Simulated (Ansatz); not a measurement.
Two members of one family (Series TiF3X), computed with Ansatz in the gas phase. The two geometries come from different levels. Binding counts from free atoms in the multiplicity of their measured ground term, without zero-point energy. Names give formal oxidation states. A dash marks a value that wasn't run or was left out as unsound. The structures are stationary points that may keep the symmetry of their start.

First: TiBrF3 (singlet, charge 0, PBE0-D4/def2-SVP geometry).

```xyz
5

Ti   -0.1051    0.0076   -0.0436
Br    2.0431   -0.1395    0.8495
F    -0.6644    1.6321    0.0352
F    -1.1807   -0.9987    0.8454
F    -0.0929   -0.5015   -1.6865
```

```json
{"level": "PBE-D4/def2-SVP", "HOMO (eV)": "-7.86", "LUMO (eV)": "-3.97", "gap (eV)": "3.88", "binding per atom (eV)": "4.92"}
{"level": "revPBE-D4/def2-TZVP", "HOMO (eV)": "-7.98", "LUMO (eV)": "-4.03", "gap (eV)": "3.96", "binding per atom (eV)": "–"}
{"level": "B3LYP-D4/6-31G", "HOMO (eV)": "-9.13", "LUMO (eV)": "-3.70", "gap (eV)": "5.43", "binding per atom (eV)": "4.30"}
{"level": "PBE0-D4/def2-TZVP", "HOMO (eV)": "-9.40", "LUMO (eV)": "-3.27", "gap (eV)": "6.13", "binding per atom (eV)": "4.42"}
{"level": "PBE0-D4/def2-TZVPD", "HOMO (eV)": "-9.40", "LUMO (eV)": "-3.26", "gap (eV)": "6.14", "binding per atom (eV)": "4.42"}
```

Metal–donor distances: 1 × Br 2.33 Å, 3 × F 1.72 Å.

Second: Ti(OH)F3 (singlet, charge 0, PBE-D4/def2-SVP geometry).

```
atom    x (Å)    y (Å)    z (Å)
 Ti1   0.3540  -0.2443   0.0598
  O2  -1.3152   0.3176  -0.1504
  H3  -1.7601   1.1713  -0.2918
  F4   1.0669   0.5347   1.4585
  F5   1.3087   0.2048  -1.3402
  F6   0.3457  -1.9841   0.2641
```

Q: Estimate the same table for the second.

A: 
```tsv
level	HOMO (eV)	LUMO (eV)	gap (eV)	binding per atom (eV)
PBE-D4/def2-SVP	-8.36	-3.29	5.06	5.07
revPBE-D4/def2-TZVP	-8.66	-3.49	5.16	–
B3LYP-D4/6-31G	-9.98	-2.94	7.04	4.51
PBE0-D4/def2-TZVP	-10.56	-2.68	7.89	4.61
PBE0-D4/def2-TZVPD	-10.57	-2.67	7.90	4.62
```

Metal–donor distances: 1 × O 1.77 Å, 3 × F 1.75 Å.
